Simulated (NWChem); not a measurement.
C₃H₅NOSi; SMILES [SiH3]c1cocn1

```xyz
11

Si    -0.0110    -2.0544     0.0000
C     -0.0255    -0.1871     0.0000
C     -1.0748     0.6819     0.0000
O     -0.5923     1.9616     0.0000
C      0.7578     1.8031     0.0000
N      1.1595     0.5759     0.0000
H     -1.4223    -2.5270     0.0000
H      0.6782    -2.5764    -1.2082
H      0.6782    -2.5764     1.2082
H     -2.1484     0.5768     0.0000
H      1.3504     2.7066     0.0000
```
Atoms are numbered in this order, from 1.

Program: NWChem. Pople sets run with spherical d functions. All runs use the structure optimised with B3LYP/6-31G* (spherical d). Level: B3LYP/6-31G* with SMD (1 M gas to 1 M solution), gas-phase geometry. Reactions with the solvent are ignored.

Problem. Estimate the computed values for solvent water. Quantities: solvation free energy (kcal/mol); cavity-dispersion-structure term (kcal/mol); dipole in solution (D).

Solution. 
```yaml
solvation free energy (kcal/mol): -0.9
cavity-dispersion-structure term (kcal/mol): 4.3
dipole in solution (D): 2.32
```
